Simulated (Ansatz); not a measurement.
Program: Ansatz. Geometries: PBE0-D4/def2-TZVP. ΔE: electronic, gas phase. CBS: MP2 limit from def2 TZ/QZ plus the TZ coupled-cluster correction, frozen cores. This one scheme is used for every species. Functionals use def2-TZVPP. Elements past krypton have def2 core potentials. For Hf outer-core shells are correlated without core-valence functions, which leaves a few kJ/mol of doubt a bond. Each species was taken in one conformer, which may not be the lowest.

`[NH2][Hf]([F])([F])[Cl]` + HCl → `[NH2][Hf]([F])([Cl])[Cl]` + H–F  (ligand exchange at the Hf–F bond)

CCSD(T)/CBS gives +0.11 eV.

Another level gave +0.21 eV. Which?
A. SCS-MP2/def2-TZVPP
B. BLYP-D4/def2-TZVPP
C. PBE-QIDH/def2-TZVPP
D. BHLYP/def2-TZVPP

D. BHLYP 0.21, SCS-MP2/def2-TZVPP 0.15, BLYP-D4 0.27, PBE-QIDH 0.11 eV.

Largest T1 diagnostic among the species: 0.015.

From BLYP to BHLYP (50 % exact exchange), in def2-TZVPP and without D4, ΔE moves by −0.11 eV. At CCSD(T), def2-SVP lies +0.19 eV from the extrapolated value and def2-TZVPP +0.04 eV. The D4 term adds −0.05 eV with B3LYP and −0.03 eV with PBE0; it sums over pairs of atoms, weighted by their polarisabilities, and B3LYP, whose exchange is more repulsive, gets the larger term.

B3LYP here is the variant with VWN-RPA as its local correlation; programs differ in this.
